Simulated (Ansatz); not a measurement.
Start from `[SiH3][CH2][GeH2][Cl]` and change one atom or group to get `B[CH2][GeH2][Cl]`.

Ansatz, PBE0-D4/def2-TZVP geometries, multiplicity 1. Each molecule was computed in one conformer, which needn't be the lowest.

Scalar relativity is left out up to krypton.

| property | `[SiH3][CH2][GeH2][Cl]` |
| --- | --- |
| HOMO energy (B3LYP/def2-TZVPP) / eV | -8.26 |
| LUMO energy (PBE0/def2-TZVPP) / eV | 0.01 |
| HOMO–LUMO gap (PBE0/def2-TZVPP) / eV | 8.52 |
| size of the dipole moment (B3LYP/def2-TZVPP) / D | 2.45 |
| size of the dipole moment (ωB97M-V/def2-TZVPP) / D | 2.47 |
| LUMO energy (ωB97M-V/def2-TZVPP) / eV | 1.79 |

Task: Give the same properties after the change, and the shifts. (Best estimate.)

Result: Ansatz gave: 
```
                                          property  `B[CH2][GeH2][Cl]`  shift
               HOMO energy (B3LYP/def2-TZVPP) / eV               -8.37  -0.11
                LUMO energy (PBE0/def2-TZVPP) / eV               -1.90  -1.91
              HOMO–LUMO gap (PBE0/def2-TZVPP) / eV                6.73  -1.79
  size of the dipole moment (B3LYP/def2-TZVPP) / D                1.16  -1.29
size of the dipole moment (ωB97M-V/def2-TZVPP) / D                1.20  -1.27
             LUMO energy (ωB97M-V/def2-TZVPP) / eV               -0.01  -1.80
```

With PBE0 the HOMO falls by 0.12 eV and the LUMO falls by 1.91 eV, so the gap narrows by about 1.79 eV. PBE moves the HOMO by -0.14 eV and ωB97M-V by -0.12 eV. Dipoles are sizes alone; their direction can turn.

B3LYP here is the variant with VWN-RPA as its local correlation; programs differ in this.
